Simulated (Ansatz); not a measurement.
Frontier orbitals of `C[NH][Zr]([F])([F])[F]`.

The species carries charge 0 and has multiplicity 1. Correlated methods include outer-core shells of Zr, which these sets cover unevenly. Zr: def2 effective core potential. Geometry: relaxed with PBE0-D4/def2-TZVP. It is one conformer, not always the lowest. Basis def2-TZVPP, Ansatz 0.2.0.

Orbital energies of one run (eV). Highest occupied ones, from the top: -8.90, -11.37, -13.00, -13.11, -13.17, -13.32, -13.62, -13.64, -13.90, -14.03, -14.10, -14.33, -14.38, -15.43. Empty: 0.05, 0.31, 0.75, 0.96, 1.13, 1.29.

(1) Which functional gave them?
A. PBE0
B. CAM-B3LYP
C. ωB97M-V
D. r2SCAN

## Answers

(1) B. HOMO energies: CAM-B3LYP -8.90, r2SCAN -6.40, PBE0 -7.50, ωB97M-V -9.80 eV.
